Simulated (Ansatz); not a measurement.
`[NH2][Ga]([F])[F]` + `O[SiH3]` → `[NH2][Ga]([F])[O][SiH3]` + H–F at 500 K and 1 bar (ligand exchange at a Ga–F bond).

Computed with Ansatz on PBE0-D4/def2-TZVP structures; ΔE is electronic, products minus reactants. CBS: MP2 limit from def2 TZ/QZ plus the TZ coupled-cluster correction, frozen cores. This one scheme is used for every species. For Ga outer-core shells are correlated without core-valence functions, which leaves a few kJ/mol of doubt a bond. Scalar relativity is left out up to krypton. One conformer a species, not always the lowest.

```csv
species,CCSD(T)/CBS energy (Eh),H − E (kJ/mol),S (J/(mol·K))
`[NH2][Ga]([F])[F]`,-2179.54122,114.1,369.5
`O[SiH3]`,-366.69042,127.5,292.9
`[NH2][Ga]([F])[O][SiH3]`,-2445.83503,203.6,470.9
H–F,-100.39570,39.4,188.7
```

H − E and S are ideal-gas, rigid-rotor, harmonic terms from PBE0-D4/def2-TZVP, for one conformer and one mirror image of each species. 1 Eh = 2625.50 kJ/mol, R = 8.31446 J/(mol·K).

Question: By hand: ΔE, ΔH, ΔS and ΔG.

Answer: ΔE = (-2445.83503) + (-100.39570) − (-2179.54122) − (-366.69042) = 0.00091 Eh = 2.4 kJ/mol. Δ(H − E) = 203.6 + 39.4 − 114.1 − 127.5 = 1.4, so ΔH = 3.8 kJ/mol. ΔS = 470.9 + 188.7 − 369.5 − 292.9 = -2.8 J/(mol·K). ΔG = 3.8 − 500 × (-2.8)/1000 = 5.2 kJ/mol.

Question: By hand: the equilibrium constant, and the temperature at which ΔG would vanish if ΔH and ΔS stayed fixed.

Answer: log₁₀ K = −ΔG/(RT ln 10) = -0.5. ΔH and −TΔS have one sign here, so there is no such temperature.

TΔS isn't small against ΔH here. The sign of ΔG lies within the doubt. A doubt of 5 kJ/mol in ΔE shifts log₁₀ K by 0.5 here. Other conformers and mirror images would add mixing entropy, several J/(mol·K) or more a flexible species. Modes under 60 cm⁻¹, often nearly free rotors, make the harmonic entropy too high. These are equilibria of isolated gas molecules and say nothing of rates. Largest T1 diagnostic: 0.014 (customary marks: 0.02 for closed shells, 0.045 for open ones).

ΔS is within the doubt of such terms, so its sign, and with it that verdict, could turn.
